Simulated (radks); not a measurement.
Results of a calculation; reference values are marked as such.
Question: The table gives one normalised radial function P(r) = r R(r) of Pd2+ in [Ar] 3d10 4s2 4p5 4d8 4f1 (r in bohr). Level of theory: scalar-relativistic Kohn-Sham, LDA (Slater exchange, Perdew-Zunger correlation), spin-polarised, spherical densities, finite nucleus; open shells are filled with parallel spins first (spin-orbit coupling, left out, can overturn this in heavy ions); Fermi nuclear charge, rms radius 4.5318 fm (a radial shooting solver on a logarithmic mesh with Libxc functionals).

r,P
0.00431,0.0000
0.006855,0.0000
0.01082,0.0000
0.0172,0.0000
0.02714,0.0000
0.04317,0.0001
0.0681,0.0003
0.1083,0.0012
0.1709,0.0044
0.2718,0.0136
0.4288,0.0339
0.682,0.0704
1.076,0.1231
1.711,0.2071
2.7,0.3361
4.294,0.4538
6.775,0.3474
10.78,0.0847
17,0.0038

Which n and l does it have? It may be an empty orbital.

Answer: n = 4, l = 3: the number of nodes gives n - l - 1 = 0, the rise at small r (about r^(l+1), flatter next to the nucleus through relativity) gives l, and the extent must fit the shell. The curve is that of 4f up; the table hardly tells the two spins apart. 4f up: eigenvalue -6.572 eV, 0 radial nodes, <r> = 5.12 bohr, 90 % of the charge inside 7.72 bohr.
